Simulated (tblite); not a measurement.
A geometry optimisation, step by step.

C7H11ClO.
Numbering: `[CH3:1][CH2:2][C@H:3]1[CH2:4][C@H:5]([C:6](=[O:7])[Cl:8])[CH2:9]1` (hydrogens: H10, H11, H12 on C1; H13, H14 on C2; H15 on C3; H16, H17 on C4; H18 on C5; H19, H20 on C9)

Computed with GFN2-xTB (tblite), gas phase: L-BFGS steps from a force-field or distance-geometry start until the largest atomic force falls under 0.01 eV/Å. 9 of its 92 geometries are shown.

Step 0: E = -794.1485 eV, largest atomic force 3.991 eV/Å
```
atom  x, y, z in Å  |  force x, y, z in eV/Å
C1     -2.585    0.356   -0.489   -0.489   1.041  -0.131
C2     -1.516   -0.668   -0.210   -0.663  -1.052   0.579
C3     -0.389    0.063    0.463   -1.336   0.886   1.184
C4      0.813   -0.734    0.843    1.069  -0.729   1.963
C5      1.451   -0.277   -0.437    1.657  -1.488  -0.992
C6      2.830    0.248   -0.338    0.963   3.554  -1.539
O7      3.066    1.418   -0.684    0.012  -3.386   1.199
Cl8     4.147   -0.763    0.282   -0.686   0.240  -0.193
C9      0.434    0.803   -0.560   -0.822   1.944  -1.011
H10    -2.504    1.131    0.306   -0.295  -0.293  -0.728
H11    -2.364    0.822   -1.475   -0.607  -0.142   0.740
H12    -3.613   -0.029   -0.429    0.484   0.046  -0.412
H13    -1.161   -1.125   -1.131   -0.012  -0.123  -0.060
H14    -1.944   -1.486    0.414    0.430   0.462  -0.130
H15    -0.776    0.715    1.282    0.068  -0.524  -0.376
H16     1.341   -0.277    1.736   -0.571  -0.785  -0.797
H17     0.696   -1.818    0.953    0.054   0.304   0.254
H18     1.340   -1.096   -1.194    0.403   0.756   0.314
H19     0.790    1.797   -0.198   -0.155  -0.766  -0.413
H20    -0.059    0.932   -1.548    0.497   0.053   0.550
```

Step 11: E = -794.7545 eV, largest atomic force 0.336 eV/Å
```
atom  x, y, z in Å  |  force x, y, z in eV/Å
C1     -2.658    0.370   -0.504    0.076  -0.116   0.043
C2     -1.567   -0.658   -0.158    0.017   0.012   0.005
C3     -0.393    0.073    0.488   -0.088   0.025   0.046
C4      0.859   -0.750    0.856   -0.084  -0.002  -0.060
C5      1.522   -0.244   -0.448    0.000   0.005   0.052
C6      2.889    0.332   -0.364    0.030  -0.201  -0.267
O7      3.241    1.413   -0.697    0.127  -0.141   0.212
Cl8     4.056   -0.858    0.262    0.015   0.118   0.027
C9      0.427    0.830   -0.571    0.020  -0.051   0.054
H10    -2.668    1.160    0.249   -0.108  -0.115  -0.058
H11    -2.466    0.841   -1.469   -0.018  -0.098   0.128
H12    -3.646   -0.087   -0.533    0.104  -0.010  -0.055
H13    -1.221   -1.159   -1.065   -0.085  -0.024   0.027
H14    -1.948   -1.434    0.513   -0.045   0.191   0.031
H15    -0.784    0.661    1.318    0.084   0.153   0.022
H16     1.362   -0.373    1.750   -0.080   0.013  -0.156
H17     0.722   -1.825    0.980    0.043   0.057  -0.211
H18     1.504   -1.007   -1.236    0.026   0.162   0.114
H19     0.808    1.794   -0.232   -0.136  -0.016  -0.084
H20    -0.043    0.935   -1.549    0.103   0.038   0.131
```

Step 23: E = -794.8528 eV, largest atomic force 0.131 eV/Å
```
atom  x, y, z in Å  |  force x, y, z in eV/Å
C1     -2.713    0.325   -0.509    0.037  -0.013   0.010
C2     -1.597   -0.623   -0.076    0.094  -0.063  -0.019
C3     -0.379    0.118    0.466   -0.008   0.037   0.079
C4      0.860   -0.745    0.788   -0.008  -0.032   0.030
C5      1.562   -0.177   -0.460   -0.054  -0.001  -0.060
C6      2.963    0.304   -0.342   -0.031  -0.041   0.054
O7      3.418    1.362   -0.615   -0.047   0.077   0.005
Cl8     4.046   -0.965    0.296   -0.110   0.001  -0.007
C9      0.449    0.878   -0.590   -0.080   0.035   0.035
H10    -2.883    1.089    0.245   -0.032  -0.013   0.059
H11    -2.472    0.823   -1.443    0.062   0.024  -0.003
H12    -3.637   -0.229   -0.654   -0.023  -0.001  -0.014
H13    -1.296   -1.233   -0.926    0.021  -0.092  -0.091
H14    -1.978   -1.299    0.692    0.053   0.056   0.052
H15    -0.697    0.732    1.307   -0.018   0.100   0.044
H16     1.343   -0.454    1.717    0.035   0.032  -0.009
H17     0.723   -1.821    0.795   -0.078  -0.066  -0.034
H18     1.531   -0.897   -1.278    0.069  -0.061  -0.065
H19     0.759    1.863   -0.252    0.061   0.004  -0.061
H20    -0.009    0.960   -1.572    0.057   0.017  -0.006
```

Step 34: E = -794.8782 eV, largest atomic force 0.085 eV/Å
```
atom  x, y, z in Å  |  force x, y, z in eV/Å
C1     -2.705    0.301   -0.501   -0.008   0.019  -0.001
C2     -1.579   -0.620   -0.046   -0.027   0.006  -0.033
C3     -0.371    0.155    0.462    0.017  -0.015   0.004
C4      0.845   -0.742    0.760    0.022  -0.001  -0.001
C5      1.546   -0.178   -0.493    0.001  -0.033   0.015
C6      2.940    0.302   -0.323   -0.026   0.080  -0.011
O7      3.397    1.372   -0.545   -0.007  -0.044   0.038
Cl8     3.981   -0.991    0.317    0.044  -0.007   0.004
C9      0.450    0.894   -0.613    0.030  -0.040  -0.021
H10    -2.930    1.026    0.277   -0.055   0.005  -0.006
H11    -2.422    0.841   -1.401    0.000   0.022   0.023
H12    -3.605   -0.270   -0.715    0.021   0.009   0.001
H13    -1.283   -1.268   -0.871    0.028  -0.018  -0.037
H14    -1.938   -1.258    0.765   -0.014  -0.004   0.008
H15    -0.682    0.787    1.294    0.022   0.025   0.043
H16     1.360   -0.490    1.682    0.020   0.012   0.021
H17     0.654   -1.813    0.742    0.003   0.003   0.008
H18     1.544   -0.895   -1.317   -0.014  -0.012  -0.021
H19     0.800    1.873   -0.293   -0.004   0.002  -0.010
H20    -0.005    0.983   -1.594   -0.050  -0.007  -0.026
```

Step 46: E = -794.8857 eV, largest atomic force 0.064 eV/Å
```
atom  x, y, z in Å  |  force x, y, z in eV/Å
C1     -2.708    0.312   -0.495    0.006  -0.006   0.016
C2     -1.578   -0.604   -0.037    0.012  -0.007   0.003
C3     -0.359    0.161    0.468   -0.026   0.020  -0.025
C4      0.854   -0.747    0.756   -0.047   0.020   0.039
C5      1.545   -0.197   -0.509   -0.010  -0.011   0.013
C6      2.928    0.302   -0.310   -0.009   0.027  -0.002
O7      3.360    1.391   -0.476    0.029   0.010   0.003
Cl8     3.991   -0.987    0.304    0.027  -0.012  -0.019
C9      0.449    0.875   -0.633   -0.009  -0.016  -0.012
H10    -2.996    0.996    0.299    0.007  -0.010   0.015
H11    -2.409    0.900   -1.360    0.017   0.005   0.027
H12    -3.579   -0.279   -0.772    0.006   0.012  -0.003
H13    -1.276   -1.246   -0.867   -0.010  -0.003   0.006
H14    -1.939   -1.248    0.769   -0.007   0.015  -0.012
H15    -0.646    0.807    1.301   -0.008  -0.031  -0.021
H16     1.386   -0.489    1.668   -0.008   0.009   0.018
H17     0.654   -1.816    0.757    0.001   0.016  -0.026
H18     1.548   -0.921   -1.325    0.018   0.003  -0.006
H19     0.806    1.863   -0.347   -0.016  -0.039  -0.017
H20    -0.035    0.938   -1.604    0.027  -0.004   0.003
```

Step 57: E = -794.8941 eV, largest atomic force 0.063 eV/Å
```
atom  x, y, z in Å  |  force x, y, z in eV/Å
C1     -2.706    0.333   -0.471   -0.017  -0.010   0.017
C2     -1.586   -0.606   -0.037   -0.011   0.006  -0.017
C3     -0.361    0.158    0.451   -0.024  -0.014  -0.007
C4      0.850   -0.740    0.769   -0.018   0.006   0.007
C5      1.558   -0.212   -0.498   -0.011   0.006  -0.009
C6      2.927    0.319   -0.291    0.008  -0.021   0.059
O7      3.326    1.429   -0.390    0.017   0.024  -0.004
Cl8     4.039   -0.977    0.217    0.017  -0.001  -0.006
C9      0.448    0.836   -0.673   -0.043   0.005   0.022
H10    -3.048    0.934    0.368    0.016   0.007   0.006
H11    -2.366    1.006   -1.256   -0.021  -0.033   0.018
H12    -3.551   -0.240   -0.846   -0.008   0.021  -0.024
H13    -1.299   -1.243   -0.876   -0.013  -0.008   0.004
H14    -1.950   -1.252    0.766    0.034   0.019  -0.018
H15    -0.651    0.822    1.267    0.029   0.013  -0.040
H16     1.361   -0.471    1.690    0.026  -0.003  -0.001
H17     0.651   -1.810    0.772    0.008   0.002   0.006
H18     1.592   -0.959   -1.291    0.004  -0.018  -0.018
H19     0.784    1.841   -0.431    0.005  -0.009  -0.008
H20    -0.024    0.843   -1.653    0.002   0.009   0.013
```

Step 68: E = -794.8957 eV, largest atomic force 0.026 eV/Å
```
atom  x, y, z in Å  |  force x, y, z in eV/Å
C1     -2.712    0.336   -0.462   -0.016   0.005   0.012
C2     -1.590   -0.607   -0.039   -0.007   0.002  -0.013
C3     -0.362    0.157    0.440    0.007  -0.009   0.000
C4      0.848   -0.738    0.771    0.017  -0.003  -0.020
C5      1.562   -0.218   -0.499    0.007  -0.002  -0.001
C6      2.928    0.321   -0.278   -0.011   0.013   0.007
O7      3.314    1.437   -0.351    0.001  -0.013   0.011
Cl8     4.057   -0.973    0.198   -0.012   0.004  -0.003
C9      0.448    0.825   -0.687    0.019  -0.004  -0.004
H10    -3.058    0.918    0.389    0.000   0.022   0.008
H11    -2.366    1.025   -1.228   -0.008  -0.007   0.008
H12    -3.555   -0.223   -0.860    0.011  -0.017   0.010
H13    -1.312   -1.241   -0.883    0.008  -0.015   0.000
H14    -1.942   -1.255    0.767   -0.005   0.006  -0.015
H15    -0.648    0.835    1.246   -0.001   0.002   0.006
H16     1.362   -0.463    1.689   -0.018  -0.003  -0.013
H17     0.652   -1.808    0.779   -0.001   0.011   0.007
H18     1.607   -0.971   -1.287    0.000  -0.001   0.010
H19     0.783    1.832   -0.452    0.004   0.009  -0.009
H20    -0.021    0.823   -1.667    0.006   0.000  -0.001
```

Step 80: E = -794.8973 eV, largest atomic force 0.025 eV/Å
```
atom  x, y, z in Å  |  force x, y, z in eV/Å
C1     -2.727    0.337   -0.444    0.002   0.001   0.005
C2     -1.594   -0.604   -0.048    0.018   0.013   0.000
C3     -0.360    0.159    0.418    0.007   0.024  -0.005
C4      0.847   -0.735    0.761   -0.013   0.007   0.005
C5      1.573   -0.222   -0.505    0.005   0.002   0.000
C6      2.930    0.322   -0.253    0.018   0.007   0.000
O7      3.307    1.444   -0.277   -0.005  -0.011   0.005
Cl8     4.066   -0.978    0.190   -0.007   0.007  -0.004
C9      0.459    0.818   -0.710    0.003  -0.004   0.000
H10    -3.054    0.920    0.414   -0.001   0.008   0.008
H11    -2.403    1.027   -1.220    0.003  -0.016  -0.002
H12    -3.576   -0.229   -0.818   -0.013   0.003  -0.003
H13    -1.331   -1.238   -0.898    0.013   0.006  -0.001
H14    -1.933   -1.256    0.761    0.004   0.002  -0.007
H15    -0.640    0.845    1.218   -0.012   0.000   0.001
H16     1.351   -0.451    1.681    0.004  -0.012   0.007
H17     0.653   -1.805    0.778   -0.003  -0.004  -0.010
H18     1.633   -0.980   -1.286   -0.002  -0.004  -0.007
H19     0.795    1.827   -0.481   -0.019  -0.010   0.000
H20    -0.002    0.811   -1.695   -0.003  -0.020   0.010
```

Step 91: E = -794.8982 eV, largest atomic force 0.010 eV/Å
```
atom  x, y, z in Å  |  force x, y, z in eV/Å
C1     -2.733    0.338   -0.431    0.002   0.001   0.002
C2     -1.592   -0.599   -0.054   -0.002   0.001   0.002
C3     -0.358    0.165    0.408   -0.001   0.002  -0.001
C4      0.844   -0.733    0.758   -0.003   0.000   0.003
C5      1.580   -0.223   -0.504    0.001  -0.002   0.000
C6      2.932    0.325   -0.234    0.004  -0.003   0.000
O7      3.301    1.450   -0.224   -0.004   0.004   0.000
Cl8     4.074   -0.980    0.178    0.000   0.006  -0.001
C9      0.463    0.810   -0.726    0.000   0.001  -0.002
H10    -3.045    0.923    0.431    0.001   0.004   0.001
H11    -2.425    1.025   -1.215    0.003  -0.005  -0.004
H12    -3.590   -0.229   -0.787    0.002   0.001  -0.002
H13    -1.329   -1.222   -0.911   -0.009  -0.001   0.003
H14    -1.920   -1.260    0.752   -0.001  -0.002  -0.002
H15    -0.638    0.858    1.203    0.005  -0.001   0.004
H16     1.345   -0.457    1.683    0.001  -0.003   0.006
H17     0.643   -1.802    0.768   -0.001  -0.003  -0.002
H18     1.651   -0.985   -1.281    0.004  -0.002  -0.005
H19     0.790    1.825   -0.515    0.000   0.003   0.001
H20     0.002    0.780   -1.710   -0.001   0.001  -0.005
```

Q: Summarise the path.

A: The energy falls by 17.29 kcal/mol from step 0 to step 91; nine tenths of that is first reached at step 18. It falls at every step. The largest force goes from 3.991 to 0.010 eV/Å. Among the bonds C6=O7 changes most, from 1.243 to 1.183 Å; the atoms move by 0.297 Å rms after alignment.

Q: Follow the three bonds and two angles with the largest change from start to end.

A: 
```json
{"step": "0", "E above end (kcal/mol)": "17.29", "largest force (eV/Å)": "3.991", "C6=O7 (Å)": "1.243", "C3–C4 (Å)": "1.491", "C5–C9 (Å)": "1.489", "C5–C6–Cl8 (°)": "120.9", "C5–C6–O7 (°)": "119.5"}
{"step": "4", "E above end (kcal/mol)": "6.98", "largest force (eV/Å)": "0.760", "C6=O7 (Å)": "1.181", "C3–C4 (Å)": "1.525", "C5–C9 (Å)": "1.535", "C5–C6–Cl8 (°)": "116.6", "C5–C6–O7 (°)": "124.1"}
{"step": "8", "E above end (kcal/mol)": "4.46", "largest force (eV/Å)": "0.436", "C6=O7 (Å)": "1.190", "C3–C4 (Å)": "1.541", "C5–C9 (Å)": "1.537", "C5–C6–Cl8 (°)": "112.7", "C5–C6–O7 (°)": "128.2"}
{"step": "12", "E above end (kcal/mol)": "2.96", "largest force (eV/Å)": "0.405", "C6=O7 (Å)": "1.182", "C3–C4 (Å)": "1.542", "C5–C9 (Å)": "1.536", "C5–C6–Cl8 (°)": "111.2", "C5–C6–O7 (°)": "127.6"}
{"step": "16", "E above end (kcal/mol)": "2.03", "largest force (eV/Å)": "0.297", "C6=O7 (Å)": "1.186", "C3–C4 (Å)": "1.544", "C5–C9 (Å)": "1.535", "C5–C6–Cl8 (°)": "111.6", "C5–C6–O7 (°)": "128.5"}
{"step": "20", "E above end (kcal/mol)": "1.38", "largest force (eV/Å)": "0.185", "C6=O7 (Å)": "1.183", "C3–C4 (Å)": "1.546", "C5–C9 (Å)": "1.541", "C5–C6–Cl8 (°)": "111.8", "C5–C6–O7 (°)": "129.2"}
{"step": "24", "E above end (kcal/mol)": "0.96", "largest force (eV/Å)": "0.160", "C6=O7 (Å)": "1.184", "C3–C4 (Å)": "1.543", "C5–C9 (Å)": "1.538", "C5–C6–Cl8 (°)": "111.8", "C5–C6–O7 (°)": "129.1"}
{"step": "28", "E above end (kcal/mol)": "0.64", "largest force (eV/Å)": "0.146", "C6=O7 (Å)": "1.184", "C3–C4 (Å)": "1.543", "C5–C9 (Å)": "1.538", "C5–C6–Cl8 (°)": "111.1", "C5–C6–O7 (°)": "129.2"}
{"step": "32", "E above end (kcal/mol)": "0.49", "largest force (eV/Å)": "0.069", "C6=O7 (Å)": "1.183", "C3–C4 (Å)": "1.541", "C5–C9 (Å)": "1.536", "C5–C6–Cl8 (°)": "110.6", "C5–C6–O7 (°)": "129.7"}
{"step": "36", "E above end (kcal/mol)": "0.43", "largest force (eV/Å)": "0.092", "C6=O7 (Å)": "1.184", "C3–C4 (Å)": "1.540", "C5–C9 (Å)": "1.539", "C5–C6–Cl8 (°)": "111.1", "C5–C6–O7 (°)": "129.1"}
{"step": "40", "E above end (kcal/mol)": "0.37", "largest force (eV/Å)": "0.088", "C6=O7 (Å)": "1.183", "C3–C4 (Å)": "1.540", "C5–C9 (Å)": "1.538", "C5–C6–Cl8 (°)": "110.9", "C5–C6–O7 (°)": "129.8"}
{"step": "44", "E above end (kcal/mol)": "0.31", "largest force (eV/Å)": "0.076", "C6=O7 (Å)": "1.184", "C3–C4 (Å)": "1.541", "C5–C9 (Å)": "1.539", "C5–C6–Cl8 (°)": "111.0", "C5–C6–O7 (°)": "129.2"}
{"step": "47", "E above end (kcal/mol)": "0.28", "largest force (eV/Å)": "0.045", "C6=O7 (Å)": "1.183", "C3–C4 (Å)": "1.542", "C5–C9 (Å)": "1.537", "C5–C6–Cl8 (°)": "111.0", "C5–C6–O7 (°)": "129.3"}
{"step": "51", "E above end (kcal/mol)": "0.22", "largest force (eV/Å)": "0.089", "C6=O7 (Å)": "1.184", "C3–C4 (Å)": "1.541", "C5–C9 (Å)": "1.536", "C5–C6–Cl8 (°)": "110.9", "C5–C6–O7 (°)": "129.4"}
{"step": "55", "E above end (kcal/mol)": "0.13", "largest force (eV/Å)": "0.085", "C6=O7 (Å)": "1.184", "C3–C4 (Å)": "1.542", "C5–C9 (Å)": "1.536", "C5–C6–Cl8 (°)": "110.9", "C5–C6–O7 (°)": "129.3"}
{"step": "59", "E above end (kcal/mol)": "0.08", "largest force (eV/Å)": "0.039", "C6=O7 (Å)": "1.183", "C3–C4 (Å)": "1.540", "C5–C9 (Å)": "1.537", "C5–C6–Cl8 (°)": "110.9", "C5–C6–O7 (°)": "129.4"}
{"step": "63", "E above end (kcal/mol)": "0.07", "largest force (eV/Å)": "0.021", "C6=O7 (Å)": "1.184", "C3–C4 (Å)": "1.541", "C5–C9 (Å)": "1.537", "C5–C6–Cl8 (°)": "111.0", "C5–C6–O7 (°)": "129.4"}
{"step": "67", "E above end (kcal/mol)": "0.06", "largest force (eV/Å)": "0.024", "C6=O7 (Å)": "1.184", "C3–C4 (Å)": "1.541", "C5–C9 (Å)": "1.537", "C5–C6–Cl8 (°)": "111.0", "C5–C6–O7 (°)": "129.3"}
{"step": "71", "E above end (kcal/mol)": "0.05", "largest force (eV/Å)": "0.030", "C6=O7 (Å)": "1.184", "C3–C4 (Å)": "1.541", "C5–C9 (Å)": "1.537", "C5–C6–Cl8 (°)": "111.1", "C5–C6–O7 (°)": "129.3"}
{"step": "75", "E above end (kcal/mol)": "0.03", "largest force (eV/Å)": "0.020", "C6=O7 (Å)": "1.184", "C3–C4 (Å)": "1.541", "C5–C9 (Å)": "1.537", "C5–C6–Cl8 (°)": "111.1", "C5–C6–O7 (°)": "129.3"}
{"step": "79", "E above end (kcal/mol)": "0.02", "largest force (eV/Å)": "0.024", "C6=O7 (Å)": "1.184", "C3–C4 (Å)": "1.541", "C5–C9 (Å)": "1.537", "C5–C6–Cl8 (°)": "111.0", "C5–C6–O7 (°)": "129.4"}
{"step": "83", "E above end (kcal/mol)": "0.01", "largest force (eV/Å)": "0.031", "C6=O7 (Å)": "1.183", "C3–C4 (Å)": "1.540", "C5–C9 (Å)": "1.537", "C5–C6–Cl8 (°)": "110.9", "C5–C6–O7 (°)": "129.5"}
{"step": "87", "E above end (kcal/mol)": "0.00", "largest force (eV/Å)": "0.018", "C6=O7 (Å)": "1.184", "C3–C4 (Å)": "1.541", "C5–C9 (Å)": "1.538", "C5–C6–Cl8 (°)": "110.8", "C5–C6–O7 (°)": "129.5"}
{"step": "91", "E above end (kcal/mol)": "0.00", "largest force (eV/Å)": "0.010", "C6=O7 (Å)": "1.183", "C3–C4 (Å)": "1.540", "C5–C9 (Å)": "1.537", "C5–C6–Cl8 (°)": "110.8", "C5–C6–O7 (°)": "129.5"}
```
